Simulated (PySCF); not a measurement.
AlF₃ (SMILES [F][Al]([F])[F]), singlet, geometry from GFN2-xTB (such geometries of metal compounds can be far from the true shape), with bond 4-1 at 1.5 times its length; B3LYP/6-31G** in PySCF.

The PySCF input:
```python
from pyscf import gto, scf, dft

mol = gto.M(
    atom='''
Al    0.00000000   -0.00000000   -0.00000000
F    -0.02093275    1.63085400    0.03791596
F     1.42318261   -0.79710311   -0.02717492
F    -2.10337479   -1.25062633   -0.01611156
''',
    basis='6-31g**',
    verbose=4,
)

mf = dft.RKS(mol)
mf.xc = 'b3lyp'
mf.kernel()
mo_i, mo_e, stable_i, stable_e = mf.stability(internal=True, external=True, return_status=True, nroots=6, tol=1e-6)
print('internally stable:', stable_i, ' externally stable:', stable_e)
if not stable_e:
    umf = mf.to_uhf() if not hasattr(mf, 'xc') else mf.to_uks()
    umf.scf_summary = {}
    umf.kernel(umf.make_rdm1(mo_e, umf.mo_occ))
mf.analyze()
```

What the program printed (banner, timings and long lists left out):

```
PySCF version 2.14.0

[INPUT] verbose = 4
[INPUT] num. atoms = 4
[INPUT] num. electrons = 40
[INPUT] charge = 0
[INPUT] spin (= nelec alpha-beta = 2S) = 0
[INPUT] symmetry False subgroup None
[INPUT] Mole.unit = angstrom
[INPUT] Symbol           X                Y                Z      unit          X                Y                Z       unit  Magmom
[...]
nuclear repulsion = 140.480873097909
number of shells = 26
number of NR pGTOs = 132
number of NR cGTOs = 60
basis = 6-31g**
ecp = {}

******** <class 'pyscf.dft.rks.RKS'> ********
method = RKS
initial guess = minao
damping factor = 0
level_shift factor = 0
DIIS = <class 'pyscf.scf.diis.CDIIS'>
diis_start_cycle = 1
diis_space = 8
diis_damp = 0
SCF conv_tol = 1e-09
SCF conv_tol_grad = None
SCF max_cycles = 50
direct_scf = True
direct_scf_tol = 1e-13
XC library pyscf.dft.libxc version 7.1.2
    S. Lehtola, C. Steigemann, M. J. T. Oliveira, and M. A. L. Marques,  SoftwareX 7, 1–5 (2018)
XC functionals = b3lyp
    P. J. Stephens, F. J. Devlin, C. F. Chabalowski, and M. J. Frisch,  J. Phys. Chem. 98, 11623 (1994)
radial grids:
    Treutler-Ahlrichs [JCP 102, 346 (1995); DOI:10.1063/1.469408] (M4) radial grids

becke partition: Becke, JCP 88, 2547 (1988); DOI:10.1063/1.454033
pruning grids: <function nwchem_prune>
grids dens level: 3
symmetrized grids: False
atomic radii adjust function: <function treutler_atomic_radii_adjust>
small_rho_cutoff = 0
Set gradient conv threshold to 3.16228e-05
Initial guess from minao.
tot grids = 61968
init E= -541.921538506069
cycle= 1 E= -541.748048184214  delta_E= 0.173  |g|= 1.21  |ddm|= 1.77
cycle= 2 E= -536.849635132803  delta_E=  4.9  |g|= 4.29  |ddm|= 3.44
cycle= 3 E= -541.79402340813  delta_E= -4.94  |g|= 1.14  |ddm|= 3.07
cycle= 4 E= -542.017874652338  delta_E= -0.224  |g|= 0.349  |ddm|=  0.9
cycle= 5 E= -542.032437997564  delta_E= -0.0146  |g|= 0.14  |ddm|= 0.119
cycle= 6 E= -542.036791628109  delta_E= -0.00435  |g|= 0.0194  |ddm|= 0.102
cycle= 7 E= -542.036861669702  delta_E= -7e-05  |g|= 0.00313  |ddm|= 0.0158
cycle= 8 E= -542.036863710944  delta_E= -2.04e-06  |g|= 0.000241  |ddm|= 0.00217
cycle= 9 E= -542.036863723698  delta_E= -1.28e-08  |g|= 4.57e-05  |ddm|= 0.000175
cycle= 10 E= -542.036863724142  delta_E= -4.45e-10  |g|= 1.25e-05  |ddm|= 3.81e-05
Extra cycle  E= -542.03686372409  delta_E= 5.28e-11  |g|= 2.18e-05  |ddm|= 1.97e-05
converged SCF energy = -542.03686372409
rhf_internal: lowest eigs of H = [0.48564001 0.4891802  0.80486292 0.84703798 0.9928876  1.03523719]
<class 'pyscf.dft.rks.RKS'> wavefunction is stable in the internal stability analysis
rhf_real2complex: lowest eigs of H = [0.10269342 0.10330246 0.15504013 0.21023666 0.2132495  0.24124334]
<class 'pyscf.dft.rks.RKS'> wavefunction is stable in the real -> complex stability analysis
rhf_external: lowest eigs of H = [0.05424297 0.07795629 0.07873517 0.20081909 0.20721899 0.22698769]
<class 'pyscf.dft.rks.RKS'> wavefunction is stable in the RHF/RKS -> UHF/UKS stability analysis
internally stable: True  externally stable: True
**** SCF Summaries ****
Total Energy =                        -542.036863724089585
Nuclear Repulsion Energy =             140.480873097909267
One-electron Energy =                -1035.895897854704344
Two-electron Energy =                  353.378161032705577
Two-electron Coulomb Energy =          403.559512725761465
DFT Exchange-Correlation Energy =      -50.181351693055888
**** MO energy ****
[...]
 ** Mulliken pop on meta-lowdin orthogonal AOs  **
 ** Mulliken pop  **
 ** Mulliken atomic charges  **
charge of    0Al =      1.36629
charge of    1F =     -0.45585
charge of    2F =     -0.45584
charge of    3F =     -0.45460
Dipole moment(X, Y, Z, Debye):  2.11078,  1.25501,  0.01618
```
